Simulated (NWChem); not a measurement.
System: GaNH₂F₂; SMILES [NH2][Ga]([F])[F]

The following NWChem deck was run.

```
start job
memory heap 200 mb stack 900 mb global 1100 mb
geometry units angstroms noautosym nocenter noautoz
  Ga    -0.000139    -0.025596    -0.029921
  F      1.471243    -0.953432     0.043957
  F     -1.477494    -0.943904     0.043778
  N      0.005602     1.753550    -0.150335
  H     -0.838901     2.303068    -0.235795
  H      0.853601     2.297643    -0.235843
end
basis spherical
  Ga library pcsseg-1
  F library pcsseg-1
  N library pcsseg-1
  H library pcsseg-1
end
dft
  xc xpbe96 cpbe96
  iterations 150
end
property
  shielding 4 1 2 4 5
end
task dft property
```

Output (shortened):

```
             Northwest Computational Chemistry Package (NWChem) 7.3.0
             --------------------------------------------------------

                             Geometry "geometry" -> ""
                             -------------------------

 Output coordinates in angstroms (scale by  1.889725989 to convert to a.u.)

  No.       Tag          Charge          X              Y              Z
 ---- ---------------- ---------- -------------- -------------- --------------
    1 Ga                  31.0000    -0.00013900    -0.02559600    -0.02992100
    2 F                    9.0000     1.47124300    -0.95343200     0.04395700
    3 F                    9.0000    -1.47749400    -0.94390400     0.04377800
    4 N                    7.0000     0.00560200     1.75355000    -0.15033500
    5 H                    1.0000    -0.83890100     2.30306800    -0.23579500
    6 H                    1.0000     0.85360100     2.29764300    -0.23584300

 Effective nuclear repulsion energy (a.u.)     296.2439370470

  pbe96 is a nonlocal functional; adding pw91lda local functional.
                              NWChem Property Module
                              ----------------------

  itol2e modified to match energy
  convergence criterion.

                                 NWChem DFT Module
                                 -----------------

 Summary of "ao basis" -> "ao basis" (spherical)
 ------------------------------------------------------------------------------
       Tag                 Description            Shells   Functions and Types
 ---------------- ------------------------------  ------  ---------------------
 Ga                         pcsseg-1                15       41   5s7p3d
 F                          pcsseg-1                 7       17   3s3p1d
 N                          pcsseg-1                 7       17   3s3p1d
 H                          pcsseg-1                 3        5   2s1p

  itol2e modified to match energy
  convergence criterion.

[...]

          -----------------------------------------
          Chemical Shielding Tensors (GIAO, in ppm)
          -----------------------------------------

                                NWChem CPHF Module
                                ------------------

  scftype          =     RHF
  nclosed          =       29
  nopen            =        0
  variables        =     2117
  # of vectors     =        3
  tolerance        = 0.10D-03
  level shift      = 0.00D+00
  max iterations   =       50
  max subspace     =       30

 SCF residual:    5.5428533060133224E-005

Iterative solution of linear equations
  No. of variables     2117
  No. of equations        3
  Maximum subspace       30
        Iterations       50
       Convergence  1.0D-04

   iter   nsub   residual    time
   ----  ------  --------  ---------
     1      3    3.56D-05      54.8

      Atom:    1  Ga
        Diamagnetic
   2642.7978      0.0002     -0.0005
      0.0002   2642.8652     -0.1290
     -0.0005     -0.1290   2641.2461

        Paramagnetic
  -1201.5451      0.8916     -0.1151
      0.8916   -925.1518    -40.8817
     -0.1151    -40.8817  -1434.2713

        Total Shielding Tensor
   1441.2526      0.8918     -0.1156
      0.8918   1717.7135    -41.0107
     -0.1156    -41.0107   1206.9748

           isotropic =    1455.3136
          anisotropy =     398.5122

          Principal Components and Axis System
                 1           2           3
             1720.9884   1441.2498   1203.7027

      1         0.0032      1.0000      0.0002
      2         0.9968     -0.0032      0.0795
      3        -0.0795      0.0001      0.9968

      Atom:    2  F
        Diamagnetic
    485.4089    -10.9059      0.8764
    -10.9059    474.1081     -0.5700
      0.8764     -0.5700    466.9522

        Paramagnetic
   -120.8792    -71.9410      6.1722
    -71.9410   -158.5119      1.8471
      6.1722      1.8471   -128.5885

        Total Shielding Tensor
    364.5296    -82.8469      7.0486
    -82.8469    315.5961      1.2771
      7.0486      1.2771    338.3637

           isotropic =     339.4965
          anisotropy =     130.8312

          Principal Components and Axis System
                 1           2           3
              426.7173    338.4174    253.3548

      1         0.8008     -0.0074      0.5989
      2        -0.5964      0.0825      0.7984
      3         0.0553      0.9966     -0.0617

      Atom:    3  N
        Diamagnetic
    321.2858      0.0431     -0.0102
      0.0431    334.5988     -3.0121
     -0.0102     -3.0121    299.6688

        Paramagnetic
    -77.2454      0.0664     -0.0086
      0.0664    -56.3822     -2.5389
     -0.0086     -2.5389    -77.9245

        Total Shielding Tensor
    244.0404      0.1095     -0.0188
      0.1095    278.2166     -5.5510
     -0.0188     -5.5510    221.7443

           isotropic =     248.0004
          anisotropy =      46.1355

          Principal Components and Axis System
                 1           2           3
              278.7574    244.0401    221.2038

      1         0.0032      1.0000      0.0004
      2         0.9953     -0.0032      0.0969
      3        -0.0969     -0.0000      0.9953

      Atom:    4  H
        Diamagnetic
     35.8377     -9.7035      1.3347
     -9.7035     35.1284     -1.5939
      1.3347     -1.5939     20.7070

        Paramagnetic
     -1.5121      1.2796     -0.2354
      1.2796     -1.7361      0.4003
     -0.2354      0.4003      1.9774

[...]
```

Level: PBE/pcSseg-1, GIAO. Geometry: optimised at PBE0/def2-SVP. The output numbers the shielded atoms by their place in the input's list. The printed shielding anisotropy is the first printed principal value minus the mean of the other two.
